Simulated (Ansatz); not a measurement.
Computed with Ansatz on PBE0-D4/def2-TZVP structures; ΔE is electronic, products minus reactants. CCSD(T)/CBS adds triple-zeta CCSD(T) − MP2 to the extrapolated MP2 energy (def2 sets, frozen cores). This one scheme is used for every species. Functionals use def2-TZVPP. B3LYP here is the variant with VWN-RPA as its local correlation; programs differ in this. Each species was taken in one conformer, which may not be the lowest.

Reaction (hydrogenolysis of a C–N bond): `C=NC(F)N[SiH3]` + H₂ → `C=NCF` + `N[SiH3]`

`C=NC(F)N[SiH3]`:

Z-matrix (Å, degrees):
```
C
N 1 1.427
N 1 1.403 2 110.3
F 1 1.414 2 112.1 3 -124.0
H 1 1.096 2 108.6 3 121.7
C 2 1.259 1 119.4 3 126.4
Si 3 1.730 1 123.9 2 167.6
H 3 1.008 1 113.2 2 -31.6
H 6 1.092 2 123.6 1 0.2
H 6 1.089 2 118.1 1 -179.9
H 7 1.484 3 107.2 1 -160.6
H 7 1.485 3 106.8 1 -41.2
H 7 1.488 3 114.8 1 79.0
```

H₂:

Cartesian coordinates in Å:
```
H 0.064 -0.190 -0.315
H -0.064 0.190 0.315
```

`C=NCF`:

Z-matrix (Å, degrees):
```
C
N 1 1.412
F 1 1.386 2 115.2
H 1 1.094 2 108.7 3 -120.5
H 1 1.094 2 108.7 3 120.5
C 2 1.259 1 120.4 3 -0.1
H 6 1.089 2 118.4 1 -180.0
H 6 1.092 2 123.6 1 -0.0
```

`N[SiH3]`:

```xyz
7

N    -0.239   -0.005    1.040
Si    0.038    0.021   -0.658
H     0.084    0.761    1.608
H    -0.169   -0.875    1.543
H    -0.397    1.345   -1.172
H     1.454   -0.181   -1.092
H    -0.770   -1.066   -1.269
```

| level | ΔE (kJ/mol) | difference from CCSD(T)/CBS |
| --- | --- | --- |
| PBE-D4 | -47.5 | 4.2 |
| r2SCAN-D4 | -48.4 | 3.3 |
| PBE0-D4 | -51.6 | 0.1 |
| B3LYP-D4 | -50.9 | 0.8 |
| ωB97X-V | -49.0 | 2.7 |
| ωB97M-V | -49.3 | 2.4 |
| B2PLYP | -57.2 | -5.5 |
| PBE | -55.5 | -3.8 |
| r2SCAN | -50.8 | 0.9 |
| PBE0 | -58.7 | -7.0 |
| B3LYP | -63.3 | -11.6 |
| HF/def2-TZVPP | -73.2 | -21.5 |
| MP2/def2-TZVPP | -47.5 | 4.2 |
| SCS-MP2/def2-TZVPP | -52.6 | -0.9 |
| CCSD/def2-TZVPP | -56.6 | -4.9 |
| CCSD(T)/def2-TZVPP | -50.8 | 0.9 |
| HF/def2-QZVPP | -73.6 | -21.9 |
| MP2/def2-QZVPP | -48.2 | 3.5 |
| SCS-MP2/def2-QZVPP | -53.5 | -1.8 |
| HF/CBS(def2) | -73.7 | -22.0 |
| MP2/CBS(def2) | -48.4 | 3.3 |
| CCSD/CBS(def2) | -57.5 | -5.8 |
| CCSD(T)/CBS | -51.7 | 0 |

Largest T1 diagnostic among the species: 0.012.

In def2-TZVPP, CCSD(T) changes the Hartree–Fock value by +22.4 kJ/mol (the triples alone add +5.8 kJ/mol) and MP2 by +25.7 kJ/mol. The D4 term adds +12.4 kJ/mol with B3LYP and +7.1 kJ/mol with PBE0; it sums over pairs of atoms, weighted by their polarisabilities, and B3LYP, whose exchange is more repulsive, gets the larger term. From PBE to PBE0 (25 % exact exchange), in def2-TZVPP and without D4, ΔE moves by −3.2 kJ/mol.
